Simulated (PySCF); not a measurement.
Ga2H4, SMILES [GaH2][GaH2]. Coordinates come from a PBE-D3(BJ)/def2-TZVP optimisation.

Computed equilibrium geometry at PBE-D3(BJ)/def2-TZVP (PySCF confirms it by a frequency run) as bond lengths and angles, and its point group:
point group D2d.
Atoms: Ga1 Ga2 H3 H4 H5 H6. Bonds (Å): Ga1–Ga2 2.458, Ga1–H3 1.588, Ga1–H4 1.588, Ga2–H5 1.588, Ga2–H6 1.588. Angles (°): Ga2–Ga1–H3 122.3, Ga2–Ga1–H4 122.3, H3–Ga1–H4 115.4, Ga1–Ga2–H5 122.3, Ga1–Ga2–H6 122.3, H5–Ga2–H6 115.4.
Charge 0, spin multiplicity 1.
